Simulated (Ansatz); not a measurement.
Geometry optimisation, RKS PBE/6-31G* (Ansatz 0.2.0).

The input (input.yaml):

```yaml
crystal:
  periodic: [false, false, false]
  atoms:
    - { symbol: F, position_ang: [0.1712, -0.3496, -2.6126] }
    - { symbol: H, position_ang: [0.0796, -0.2276, -1.6749] }
    - { symbol: Si, position_ang: [-0.6079, 1.5004, 0.2528] }
    - { symbol: O, position_ang: [-0.0305, -0.0082, -0.037] }
    - { symbol: Si, position_ang: [0.5505, -1.3779, 0.6626] }
    - { symbol: H, position_ang: [-1.9973, 1.4606, -0.1876] }
    - { symbol: H, position_ang: [0.2491, 2.3595, -0.5538] }
    - { symbol: H, position_ang: [-0.4884, 1.7593, 1.6828] }
    - { symbol: H, position_ang: [1.7753, -1.6479, -0.0806] }
    - { symbol: H, position_ang: [-0.5031, -2.3694, 0.475] }
    - { symbol: H, position_ang: [0.8015, -1.0993, 2.0733] }
basis:
  gaussian: { orbitals: "6-31G*" }
hamiltonian:
  xc: pbe
relax:
  f_tol: 0.02
  max_steps: 40
scf:
  lower_state_search: "off"
```

Run as:

```bash
$ ansatz run input.yaml --threads 1 --pin off --max-ram 2048MiB --backend cpu --events-out ev --progress --plain --runs-dir out
```

**Question.** Where does it end, and by what steps?

**Answer.** It converged. The force dipped under the threshold on the way, but the program's further checks kept it going. After 12 steps the energy has fallen by 0.335 eV; O4 moved furthest, 0.65 Å.

```
step  energy less start (eV)  largest force component (eV/Å)  accepted
   0                  0.0000                           0.783       yes
   1                 -0.2279                           0.460       yes
   2                 -0.2472                           0.182       yes
   3                 -0.2603                           0.238       yes
   4                 -0.2248                           1.728        no
   5                 -0.2733                           0.183       yes
   6                 -0.2789                           0.754       yes
   7                 -0.3069                           0.219       yes
   8                 -0.3169                           0.244       yes
   9                 -0.3271                           0.156       yes
  10                 -0.3338                           0.027       yes
  11                 -0.3344                           0.010       yes
  12                 -0.3345                           0.006       yes
```

```xyz
11
Properties=species:S:1:pos:R:3
F 0.049 -0.334 -2.443
H 0.534 -0.030 -1.673
Si -0.587 1.463 0.225
O 0.564 0.231 0.047
Si 0.535 -1.360 0.633
H -1.967 0.934 -0.016
H -0.247 2.514 -0.779
H -0.503 2.028 1.612
H 1.591 -2.109 -0.111
H -0.809 -1.981 0.405
H 0.842 -1.356 2.101
```

Whether the end is a true minimum wasn't checked by a vibrational analysis.

Time of the run: 28 s on 1 CPU thread of a shared host.
